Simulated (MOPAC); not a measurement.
Input for MOPAC: PM3 on GeHI (SMILES [GeH][I]), a point of a bond scan (R = 1.601 Å).

```
PM3 1SCF PRECISE CHARGE=0 THREADS=1
GeHI

Ge    -0.91057453 1    -0.75513755 1     1.05678619 1
H     -1.93076599 1    -1.24044543 1    -0.07820337 1
I      0.58621040 1     0.47933673 1    -0.63658405 1
```

Program output:

```
*******************************************************************************
 **                                                                           **
 **                              MOPAC v23.2.5                                **
 **                                                                           **
 *******************************************************************************
 ** MOPAC's Digital Object Identifier: https://doi.org/10.5281/zenodo.6511958 **
 **                                                                           **
 ** Please cite the open-source release paper for use of this MOPAC version:  **
 ** J. E. Moussa and J. J. P. Stewart (2026)                                  **
 ** MOPAC: An open-source semiempirical molecular orbital program             **
 ** J. Open Source Softw., 11(119), 8025, https://doi.org/10.21105/joss.08025 **
 *******************************************************************************

                              PM3 CALCULATION RESULTS

 *******************************************************************************
 *  PM3        - The PM3 Hamiltonian to be used
 *
 *
 *
 *                 CHARGE ON SYSTEM = 0
 *
 *
 *
 *  PRECISE    - TIGHTER CRITERIA TO BE USED
 *  1SCF       - DO 1 SCF AND THEN STOP
 *  THREADS=1  - MULTI-THREADING NOT USED
 *  T=         - A TIME OF 172800.0 SECONDS REQUESTED
 *  DUMP=N     - RESTART FILE WRITTEN EVERY 7200.0 SECONDS REQUESTED
 *******************************************************************************
PM3 1SCF PRECISE CHARGE=0 THREADS=1
 GeHI

   ATOM   CHEMICAL          X               Y               Z
  NUMBER   SYMBOL      (ANGSTROMS)     (ANGSTROMS)     (ANGSTROMS)

     1      Ge         -0.91057453  *  -0.75513755  *   1.05678619  *
     2       H         -1.93076599  *  -1.24044543  *  -0.07820337  *
     3       I          0.58621040  *   0.47933673  *  -0.63658405  *



          CARTESIAN COORDINATES

    NO.       ATOM           X           Y           Z

     1        Ge         -0.9106     -0.7551      1.0568
     2         H         -1.9308     -1.2404     -0.0782
     3         I          0.5862      0.4793     -0.6366

  H: (PM3): J. J. P. STEWART, J. COMP. CHEM. 10, 209 (1989).
 Ge: (PM3): J. J. P. STEWART, J. COMP. CHEM. 12, 320-341 (1991).
  I: (PM3): J. J. P. STEWART, J. COMP. CHEM. 10, 209 (1989).

           Empirical Formula: H Ge I  =     3 atoms



      MOLECULAR POINT GROUP   :   Cs


      RHF CALCULATION, NO. OF DOUBLY OCCUPIED LEVELS = 6


 -------------------------------------------------------------------------------
 PM3 1SCF PRECISE CHARGE=0 THREADS=1
 GeHI



     1SCF WAS SPECIFIED, SO BFGS WAS NOT USED
     SCF FIELD WAS ACHIEVED


                              PM3 CALCULATION
                                                       MOPAC v23.2.5 Linux




          FINAL HEAT OF FORMATION =         35.24210 KCAL/MOL =     147.45297 KJ/MOL


          COSMO AREA              =        110.38 SQUARE ANGSTROMS
          COSMO VOLUME            =        100.94 CUBIC ANGSTROMS

          IONIZATION POTENTIAL    =          8.872939 EV
          HOMO LUMO ENERGIES (EV) =         -8.873 -1.560
          NO. OF FILLED LEVELS    =          6
          MOLECULAR WEIGHT        =        200.5024         POINT GROUP:  Cs

          MOLECULAR DIMENSIONS (Angstroms)

            Atom       Atom       Distance
            I     3    H     2     3.09913
            H     2   Ge     1     1.32906
           Ge     1    H     2     0.00000


          SCF CALCULATIONS        =          1





   ATOM   CHEMICAL          X               Y               Z
  NUMBER   SYMBOL      (ANGSTROMS)     (ANGSTROMS)     (ANGSTROMS)

     1      Ge         -0.91057453  *  -0.75513755  *   1.05678619  *
     2       H         -1.93076599  *  -1.24044543  *  -0.07820337  *
     3       I          0.58621040  *   0.47933673  *  -0.63658405  *

                             CARTESIAN COORDINATES

   1   Ge       -0.910574530    -0.755137550     1.056786190
   2    H       -1.930765990    -1.240445430    -0.078203370
   3    I        0.586210400     0.479336730    -0.636584050


           Empirical Formula: H Ge I  =     3 atoms



      MOLECULAR POINT GROUP   :   Cs


                  EIGENVALUES
 -16.70715 -11.25279 -10.82470 -10.55629  -9.88136  -8.87294  -1.56039  -1.10667
   1.04125


              NET ATOMIC CHARGES AND DIPOLE CONTRIBUTIONS

  ATOM NO.   TYPE          CHARGE      No. of ELECS.   s-Pop       p-Pop
    1         Ge           0.895634        3.1044     1.87407     1.23030
    2          H          -0.289484        1.2895     1.28948
    3          I          -0.606149        7.6061     1.84315     5.76300
 DIPOLE           X         Y         Z       TOTAL
 POINT-CHG.    -2.939    -2.919     6.508     7.715
 HYBRID        -0.706    -0.116    -2.197     2.311
 SUM           -3.645    -3.036     4.311     6.410


          ATOMIC ORBITAL ELECTRON POPULATIONS

     Atom    s        px        py        pz
    1 Ge   1.87407   0.40462   0.15664   0.66903
    2  H   1.28948
    3  I   1.84315   1.92141   1.93448   1.90712

 **********************
 *                    *
 * JOB ENDED NORMALLY *
 *                    *
 **********************




 == MOPAC DONE ==
```

The run finished.

Cost: around 0.05 core-seconds (rough).
